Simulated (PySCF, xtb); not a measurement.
1-methyl-2-(1-methylpyrrol-2-yl)pyrrole (C₁₀H₁₂N₂), SMILES Cn1cccc1-c1cccn1C.

GFN2-xTB (xtb) at its own geometry gives an orbital gap of 3.75 eV and a dipole moment of 1.67 D.

Coordinates come from a B3LYP-D3(BJ)/def2-SVP optimisation. Other conformers were not sampled.

Q: What does CAM-B3LYP/def2-SVP in PySCF give? (An estimate is asked for; the answer gives what the named calculation found.)

A: gap 7.81 eV (levels -6.39 and 1.42 eV), dipole 1.51 D.
